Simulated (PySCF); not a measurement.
Al(F)(OH)(OEt) (C₂H₆AlFO₂), SMILES [O]([Al]([F])[OH])CC. Atoms are numbered in the order given.

```xyz
12

Al     0.5223    -0.1396     0.7212
F      1.7248    -1.0674     1.4173
O      0.3166     1.5020     1.1515
H      0.8891     1.9360     1.8034
O     -0.4888    -0.8934    -0.4183
C     -1.4765    -0.4041    -1.3019
C     -1.0200     0.8310    -2.0706
H     -1.7305    -1.2214    -2.0146
H     -2.4142    -0.1720    -0.7430
H     -0.1070     0.6059    -2.6602
H     -1.8044     1.1792    -2.7737
H     -0.7898     1.6640    -1.3731
```

The structure is a stationary point at PBE-D3(BJ)/def2-SVP. The structure was generated by enumeration; whether it is a known compound was not checked. The values are those of a single conformer.

Calculation: CAM-B3LYP/def2-TZVP (PySCF).

Isolated molecule, no solvent.

```json
{
  "total_energy": "-572.77732 hartree",
  "highest_occupied_level": "-9.68 eV",
  "lowest_empty_level": "0.13 eV",
  "orbital_gap": "9.81 eV",
  "dipole_moment": "1.79 D",
  "quadrupole, principal values (traceless, Buckingham form, about the centre of nuclear charge)": "-10.75, 3.32, 7.43 D·Å",
  "mean_static_polarisability": "51.7 bohr³ (7.66 Å³)",
  "polarisability_principal_values": "45.8, 50.1, 59.3 bohr³"
}
```
